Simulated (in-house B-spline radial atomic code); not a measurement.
OEP/ALDAx excitations of Ti¹⁰⁺

Method: OEP/ALDAx. Computed with a B-spline radial code for spherical atoms: linear response of the closed shell [Ne] 3s2 with the adiabatic LDA exchange kernel on the exchange-only optimised effective potential; scalar-relativistic (spin-free one-electron X2C), finite nucleus, no spin-orbit coupling, no double excitations, S, P, D and F terms only.

Command:
```bash
python run_td.py task.json out
```
Settings (radii: box in bohr, nucleus in fm):
```
Z                        22
electrons                12
configuration            [Ne] 3s2
hamiltonian              x2c
method                   oep
box_radius               9.77
rms_radius               3.5921
intervals                101
```

Time taken, with all properties: 0.8 s on 1 thread of Arm Neoverse N1, on a shared host.

The lowest states, in the order of their Tamm-Dancoff energies; the method's threshold (minus the highest occupied level) is 262.89 eV. Labels give the largest channel, * marks a mixed state, and oscillator strengths are full-response dipole values. Semilocal kernels can invert the small singlet-triplet splittings of Rydberg terms. Energies in eV:

| state | full response | Tamm-Dancoff | oscillator strength |
| --- | --- | --- | --- |
| 3s → 3p 3P | 21.537 | 21.965 | - |
| 3s → 3p 1P | 33.04 | 34.14 | 0.944 |
| 3s → 3d 3D | 59.36 | 59.50 | - |
| 3s → 3d 1D | 64.60 | 64.62 | - |
| 3s → 4s 3S | 128.21 | 128.23 | - |
| 3s → 4s 1S | 130.91 | 130.96 | - |
| 3s → 4p 3P | 138.28 | 138.30 | - |
| 3s → 4p 1P | 139.41 | 139.44 | 0.327 |
| 3s → 4d 3D | 151.68 | 151.69 | - |
| 3s → 4d 1D | 152.24 | 152.24 | - |
| 3s → 4f 3F | 156.68 | 156.71 | - |
| 3s → 4f 1F | 158.01 | 158.02 | - |
| 3s → 5s 3S | 181.77 | 181.78 | - |
| 3s → 5s 1S | 182.68 | 182.69 | - |
| 3s → 5p 3P | ? | ? | - |
| 3s → 5p 1P | ? | ? | ? |

(1) Where does 3s → 5p 3P lie?

(2) Where does 3s → 5p 1P lie?

(3) How large is the singlet-triplet splitting of 3s → 3p (P terms) in Tamm-Dancoff?

(4) What polarisabilities and dispersion coefficient does the method give?

Answers

(1) At 186.59 eV in full response, 186.60 eV in Tamm-Dancoff.

(2) At 186.99 eV in full response, 187.00 eV in Tamm-Dancoff, oscillator strength 0.11.

(3) 12.2 eV, from the unrounded values.

(4) Dipole 0.672 bohr³, quadrupole 0.277 bohr⁵, C6 0.4466 hartree·bohr⁶ for two such species.
